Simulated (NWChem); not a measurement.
System: BF cation, doublet

```xyz
2

B      0.0000     0.0000    -0.7773
F      0.0000     0.0000     0.4351
```
Atoms are numbered in this order, from 1.

All runs: NWChem. Spin-unrestricted. Geometry: optimised at PBE0-D3(BJ)/def2-TZVP, spin-unrestricted. No stability test was run on the SCF state. B3LYP is NWChem's, with the RPA form of VWN correlation. Vertical excitations in the gas phase; the lowest state need not have the same character in each row. Excited states of an open shell can be spin-contaminated.

```json
[
 {"level": "PBE/aug-cc-pVDZ, TDA", "lowest excitation (eV)": "6.43", "oscillator strength of that lowest state": "0.055", "lowest empty minus highest occupied level, either spin (eV)": "3.61"},
 {"level": "B3LYP/aug-cc-pVDZ, TDA", "lowest excitation (eV)": "6.51", "oscillator strength of that lowest state": "0.067", "lowest empty minus highest occupied level, either spin (eV)": "5.39"},
 {"level": "BHandHLYP/aug-cc-pVDZ, TDA", "lowest excitation (eV)": "6.60", "oscillator strength of that lowest state": "0.081", "lowest empty minus highest occupied level, either spin (eV)": "8.44"},
 {"level": "CAM-B3LYP/aug-cc-pVDZ, TDA", "lowest excitation (eV)": "6.53", "oscillator strength of that lowest state": "___", "lowest empty minus highest occupied level, either spin (eV)": "8.44"}
]
```

Some entries are withheld; supply them.


- CAM-B3LYP/aug-cc-pVDZ, TDA, oscillator strength of that lowest state: 0.071
